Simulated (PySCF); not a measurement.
PySCF input file for CH7AlO2Si, SMILES C[SiH2][Al]([OH])[OH], C-PCM-ωB97X/def2-SVP. The structure is a stationary point at PBE0-D3(BJ)/def2-SVP. The structure was generated by enumeration; whether it is a known compound was not checked. The values are those of a single conformer.

```python
import numpy as np
from pyscf import gto, scf, dft
from pyscf.solvent import pcm

mol = gto.M(
    atom='''
    Si   -0.74858257    1.32945925    0.00000000
    C     0.68456824    2.56131751    0.00000000
    Al    0.03354698   -0.96922139   -0.00000000
    O     1.71960970   -1.22286377    0.00000000
    O    -1.09792867   -2.24176523    0.00000000
    H    -1.61978393    1.56852943   -1.19887498
    H    -1.61978393    1.56852944    1.19887498
    H     1.31767697    2.41732894    0.88843134
    H     0.31609896    3.59837268   -0.00000000
    H     1.31767698    2.41732893   -0.88843134
    H     2.21163048   -2.04442859    0.00000000
    H    -0.96032802   -3.18908522    0.00000000
    ''',
    basis='def2-SVP',
    charge=0,
    spin=0,
    max_memory=1600,
    verbose=3,
)
mf = dft.RKS(mol, xc='wb97x').density_fit(auxbasis='def2-universal-jkfit')
mf.grids.level = 3
mf.conv_tol = 1e-9
mf.max_cycle = 100
mf.kernel()
res = {}
for name, eps in {'water': 78.355, 'ethylethanoate': 5.9867, '2-propanol': 19.264}.items():
    s = mf.PCM()
    s.with_solvent.method, s.with_solvent.eps, s.with_solvent.lebedev_order = 'C-PCM', eps, 29
    s.kernel(mf.make_rdm1())
    res[name] = (s.e_tot, eps, s.dip_moment(), s.mo_energy, s.converged)
    print(f'{name}: electrostatic solvation free energy {(s.e_tot - mf.e_tot) * 627.509474:.3f} kcal/mol')
```

Program output:

```
converged SCF energy = -724.431496500766

WARN: PCM is an experimental feature. It is still in testing.
Features and APIs may be changed in the future.

converged SCF energy = -724.445272443566
Dipole moment(X, Y, Z, Debye):  1.80721, -2.59504, -0.00000
water: electrostatic solvation free energy -8.645 kcal/mol

WARN: PCM is an experimental feature. It is still in testing.
Features and APIs may be changed in the future.

converged SCF energy = -724.442941860238
Dipole moment(X, Y, Z, Debye):  1.73118, -2.50712, -0.00000
ethylethanoate: electrostatic solvation free energy -7.182 kcal/mol

WARN: PCM is an experimental feature. It is still in testing.
Features and APIs may be changed in the future.

converged SCF energy = -724.44467392877
Dipole moment(X, Y, Z, Debye):  1.78726, -2.57226, -0.00000
2-propanol: electrostatic solvation free energy -8.269 kcal/mol
```

The run converged.

Cost: very roughly 3 core-minutes.
